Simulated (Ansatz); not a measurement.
Reactions of CH3AlFNS (`F[CH]1[NH][Al]1[SH]`).

Program: Ansatz. Geometries: PBE0-D4/def2-TZVP. ΔE: electronic, gas phase. CCSD(T)/CBS adds triple-zeta CCSD(T) − MP2 to the extrapolated MP2 energy (def2 sets, frozen cores). This one scheme is used for every species, atoms too. Functionals use def2-TZVPP. Open shells (•) are unrestricted, without spin–orbit coupling. Spin–orbit coupling would lower the free atoms: a little for Al, C, F, S. One conformer a species, not always the lowest.

```tsv
reaction	CCSD(T)/CBS(def2) (kJ/mol)
`F[CH]1[NH][Al]1[SH]` + H₂ → `F[CH]1[NH][AlH]1` + H₂S	86
`F[CH]1[NH][Al]1[SH]` → Al• + C• + F• + 3 H• + N• + S•	2713
`F[CH]1[NH][Al]1[SH]` → `N=[CH][Al]([F])[SH]`	-256
`F[CH]1[NH][Al]1[SH]` → `N[C]1(F)[AlH][S]1`	71
`F[CH]1[NH][Al]1[SH]` → `F[C]1(S)[NH][AlH]1`	?
```

(1) Fill in the missing values. (Estimate.)

Largest T1 diagnostic: 0.018, for Al•.

Results:

(1) The calculation gave: `F[CH]1[NH][Al]1[SH]` → `F[C]1(S)[NH][AlH]1`: +137.2 kJ/mol.
